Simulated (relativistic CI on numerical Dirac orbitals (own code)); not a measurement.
Calculated at this level of theory: Dirac-Coulomb-Breit CI, orbitals from a KLI potential per configuration, model QED, unscaled Slater integrals (own radial code, finite nucleus).

Configurations in the expansion (outside the closed core [Ne]): 3s²3p⁶3d⁶, 3s²3p⁵3d⁷, 3s²3p⁴3d⁸, 3s3p⁶3d⁷, 3p⁶3d⁸, 3s3p⁵3d⁸, 3s²3p⁶3d⁵4s, 3s²3p⁶3d⁵4p, 3s²3p⁶3d⁵4d, 3s²3p⁴3d⁷4s, 3s²3p⁶3d⁵4f, 3s²3p⁵3d⁶4s, 3s²3p⁴3d⁷4p, 3s²3p⁶3d⁴4s², 3s²3p⁵3d⁶4p, 3s²3p⁴3d⁷4d, 3s3p⁵3d⁷4s, 3s²3p⁶3d⁴4s4p, 3s²3p⁶3d⁵5s, 3s3p⁶3d⁶4s, 3s²3p⁶3d⁵5p, 3p⁶3d⁷4s, 3s3p⁶3d⁶4p, 3s²3p⁵3d⁵4s², 3s²3p⁶3d⁵5f, 3p⁶3d⁷4p, 3s²3p⁶3d⁵6s, 3p⁶3d⁷4d. Levels of other configurations are missing.

At this charge energies of transitions that change n are usually good to better than 1 %, and those within a shell (Δn = 0) to a few per cent. Terms inside the open d or f shell come out 10 to 20 % too wide with unscaled integrals.

Outline of the computed level scheme of Ag XXIV. Lowest level of each configuration: 3s²3p⁶3d⁶ ⁵D4 at 0.000 eV; 3s²3p⁵3d⁷ ⁵G°6 at 172.334 eV.

Some strong electric-dipole decays among the lowest 45 levels: 3s²3p⁵3d⁷ ³G°5 → 3s²3p⁶3d⁶ ⁵D4 (5.1e+10 s⁻¹); 3s²3p⁵3d⁷ ⁵G°5 → 3s²3p⁶3d⁶ ⁵D4 (4.9e+10 s⁻¹); 3s²3p⁵3d⁷ ³D°2 → 3s²3p⁶3d⁶ ⁵D1 (4.0e+10 s⁻¹); 3s²3p⁵3d⁷ ⁵D°4 → 3s²3p⁶3d⁶ ⁵D3 (2.8e+10 s⁻¹); 3s²3p⁵3d⁷ ³D°3 → 3s²3p⁶3d⁶ ⁵D2 (1.9e+10 s⁻¹); 3s²3p⁵3d⁷ ⁵G°3 → 3s²3p⁶3d⁶ ⁵D2 (1.7e+10 s⁻¹); 3s²3p⁵3d⁷ ³D°2 → 3s²3p⁶3d⁶ ⁵D2 (1.6e+10 s⁻¹); 3s²3p⁵3d⁷ ⁵D°4 → 3s²3p⁶3d⁶ ⁵D4 (1.4e+10 s⁻¹).

LS names give the leading component of a level, which can be under half, so a name can repeat, a term be missing and a line seem to break the LS rules.
